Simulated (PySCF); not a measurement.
Geometry (Å), atoms numbered from 1 in this order:
```xyz
9

Al    0.218    1.723   -0.172
Cl    0.463    3.776   -0.367
O    -1.097    1.030    0.663
Al   -1.375   -0.642    0.846
Cl   -3.022   -1.428    1.834
O    -0.187   -1.640    0.140
Al    1.194   -1.091   -0.693
Cl    2.619   -2.400   -1.440
O     1.320    0.604   -0.837
```

Geometry: PBE0-D3(BJ)/def2-SVP; GIAO absolute shieldings from PySCF, gas phase, non-relativistic, averaged over equivalent atoms.

At PBE/pcSseg-1 (pcSseg-2 on Al) (252 basis functions, 2.2 min wall time on 1 thread of an Intel Xeon, shared host):
```csv
atoms,σ (ppm)
Al1/Al4/Al7,435.8
Cl2/Cl5/Cl8,997.6
O3/O6/O9,224.3
```

Predict the values at PBE0/pcSseg-1 (pcSseg-2 on Al) on the same geometry.

Results:


```csv
atoms,σ at PBE0/pcSseg-1 (pcSseg-2 on Al),change
Al1/Al4/Al7,450.0,+14.2
Cl2/Cl5/Cl8,1017.2,+19.6
O3/O6/O9,241.4,+17.1
```

The largest change is at Cl2/Cl5/Cl8 (chlorine bonded to Al). Cost: 252 basis functions, 2.5 min wall time on 1 thread of an Intel Xeon, shared host.
